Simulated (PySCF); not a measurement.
A series of related molecules.

All values: PBE0/def2-SVPD (PySCF) at PBE0-D3(BJ)/def2-SVP geometries, gas phase, one conformer each. Core orbitals are frozen in the response; Δα² is half the sum of the squared differences of the principal polarisabilities. Atoms past krypton carry effective core potentials. The calculation is non-relativistic apart from the core potentials, for gallium too. Dipoles and anisotropies that the point group forbids are given as zero.

Question: Rank by polarisability anisotropy Δα, lowest first.
A. `[I][Ga]([I])[I]`
B. `[NH2][Ga]([NH2])[NH2]`
C. `S=C=[N][Ga]([N]=C=S)[N]=C=S`
D. `[CH3][Ga]([CH3])[CH3]`
E. `[SiH3][Ga]([SiH3])[SiH3]`

Answer: B (1.78 Å³), D (3.05 Å³), E (7.82 Å³), A (9.38 Å³), C (17.98 Å³).

Question: Rank by HOMO energy, lowest first.
A. GaMe3, `[CH3][Ga]([CH3])[CH3]`
B. Ga(NCS)3, `S=C=[N][Ga]([N]=C=S)[N]=C=S`
C. Ga(NH2)3, `[NH2][Ga]([NH2])[NH2]`
D. Ga(SiH3)3, `[SiH3][Ga]([SiH3])[SiH3]`

Answer: B (-7.82 eV), A (-7.48 eV), D (-7.29 eV), C (-6.79 eV).

All values together:

```
                     SMILES                          change   formula  μ (D)  HOMO (eV)  LUMO (eV)  α (Å³)  Δα (Å³)  electrons  α per electron (Å³)  ΔSCF removal energy (eV)
      [CH3][Ga]([CH3])[CH3]                          parent    C3H9Ga   0.00      -7.48      -0.52    9.98     3.05         58                0.172                         –
S=C=[N][Ga]([N]=C=S)[N]=C=S   ligand (all three): Me to NCS  C3GaN3S3   0.00      -7.82      -2.79   24.77    17.98        118                0.210                         –
            [I][Ga]([I])[I]     ligand (all three): Me to I      GaI3   0.00      -7.76      -2.64   20.68     9.38        190                0.109                      9.44
   [SiH3][Ga]([SiH3])[SiH3]  ligand (all three): Me to SiH3   GaH9Si3   0.03      -7.29      -2.59   19.74     7.82         82                0.241                         –
      [NH2][Ga]([NH2])[NH2]   ligand (all three): Me to NH2    GaH6N3   1.40      -6.79      -0.35    7.89     1.78         58                0.136                         –
```

A dash marks a removal energy that wasn't run or isn't settled.

Q: Give the shifts from the parent, `[CH3][Ga]([CH3])[CH3]`.

A: 
```tsv
SMILES	change in μ (D)	change in HOMO (eV)	change in LUMO (eV)	change in mean α (Å³)
S=C=[N][Ga]([N]=C=S)[N]=C=S	0.00	-0.34	-2.27	+14.79
[I][Ga]([I])[I]	0.00	-0.28	-2.12	+10.70
[SiH3][Ga]([SiH3])[SiH3]	+0.03	+0.19	-2.07	+9.76
[NH2][Ga]([NH2])[NH2]	+1.40	+0.69	+0.17	-2.09
```
